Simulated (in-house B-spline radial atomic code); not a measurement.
Configurations of S+, with energies counted from [Ne] 3s2 3p3. Level of theory: non-relativistic B3LYP, spin-polarised, spherical fractional occupations, exact exchange averaged over the configuration, point nucleus; calculated with a radial B-spline atomic code at the basis-set limit. Shells without spins written out take the highest spin.

Occupations are held fixed; configurations that lie above the ionisation limit could autoionise.

| configuration | E - E(ref) (eV) | highest orbital | its <r> (bohr) |
| --- | --- | --- | --- |
| [Ne] 3s1 3p4 | 10.557 | 3p down | 1.944 |
| [Ne] 3s2 3p2 4f1 | 19.724 | 4f up | 8.586 |
| [Ne] 3s1 3p3 3d1 | 20.643 | 3d up | 2.726 |
| [He] 2s2 2p5 3s2 3p3 4s1 | 175.1 | 4s up | 4.172 |
| [He] 2s2 2p5 3s2 3p3 4d1 | 180.35 | 4d up | 6.953 |

Q: Order these further configurations by energy, lowest first.
A. [Ne] 3s1 3p3 4p1
B. [Ne] 3s2 3p2 3d1
C. [Ne] 3s1 3p3 4s1
D. [Ne] 3s2 3p2 4d1
E. [Ne] 3s1 3p3 4f1

A: B (13.719 eV), D (18.478 eV), C (20.872 eV), A (23.155 eV), E (27.242 eV).
